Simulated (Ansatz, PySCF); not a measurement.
Species: sum formula H3GeO3, charge 0, multiplicity 2. It need not be the lowest isomer of its formula. 
Structure (B3LYP-D3(BJ)/def2-TZVP (Ansatz, an electronic-structure program) minimum search):
SMILES: [OH][Ge]([OH])[OH]
```xyz
7

Ge     0.2964    -0.0452    -0.0713
O     -0.8135    -0.7947    -1.2641
O     -0.1305     1.6954    -0.0037
O     -0.1333    -0.7363     1.5269
H     -0.8630    -1.7544    -1.1766
H     -0.2039     2.0962    -0.8783
H      0.2000    -0.2096     2.2634
```
Charge 0, spin multiplicity 2.

Total electronic energies in hartree. Cores are frozen in the correlated levels unless marked. Open shells are spin-unrestricted. No spin-orbit coupling. The frozen core is the preceding noble-gas configuration, with the filled d and f shells of earlier blocks. Non-relativistic. CBS(X,Y): correlation extrapolated as X^-3; Hartree-Fock from the larger set. [CCSD(T)-MP2]/basis is that difference in the basis named.

| level | program | energy (Eh) |
|---|---|---|
| HF/aug-cc-pVTZ | Ansatz | -2301.89458 |
| RI-HF/aug-cc-pVTZ | Ansatz | -2301.89448 |
| PBE/def2-TZVPD | Ansatz | -2304.08837 |
| PBE-D4/def2-TZVPD | Ansatz + dftd4 | -2304.09272 |
| BLYP-D4/def2-TZVPD | Ansatz + dftd4 | -2304.67424 |
| BLYP/def2-TZVPD | PySCF | (withheld) |
| r2SCAN-D4/def2-TZVPD | Ansatz + dftd4 | -2304.52057 |
| B3LYP-D4/def2-TZVPD | Ansatz + dftd4 | -2304.68794 |
| PBE0/6-31G* | Ansatz | -2303.71066 |
| TPSSh-D3(BJ)/def2-TZVPD | PySCF + dftd3 | -2304.59517 |
| TPSSh-D4/def2-TZVPD | PySCF + dftd4 | -2304.59597 |
| TPSSh/def2-TZVPD | PySCF | -2304.59067 |
| r2SCAN0-D4/def2-TZVPD | Ansatz + dftd4 | -2304.46134 |
| HSE06-D3(BJ)/def2-TZVPD | Ansatz + dftd3 | -2304.12507 |
| CAM-B3LYP-D3(BJ)/def2-TZVPD | Ansatz + dftd3 | -2304.68931 |
| LC-wPBE/def2-TZVPD | Ansatz | -2304.22758 |
| wB97M-V/def2-TZVPD | Ansatz | -2304.45344 |
| B2PLYP-D4/def2-TZVPD | Ansatz + dftd4 | -2304.08602 |
| RPA@PBE/cc-pVQZ | Ansatz | (withheld) |
| MP2/cc-pVTZ | Ansatz | -2302.71799 |
| CCSD(T)/aug-cc-pVDZ | Ansatz | -2302.49434 |
| RI-MP2/CBS(aug-cc-pVTZ,aug-cc-pVQZ)+[CCSD(T)-MP2]/aug-cc-pVTZ | Ansatz | -2302.8986 |
| RI-MP2/CBS(cc-pVTZ,cc-pVQZ)+[CCSD(T)-MP2]/cc-pVTZ | Ansatz | -2302.8942 |

Task: Fill in the missing entries.

Result: 
- BLYP/def2-TZVPD, energy (Eh): -2304.66464
- RPA@PBE/cc-pVQZ, energy (Eh): -2303.24002
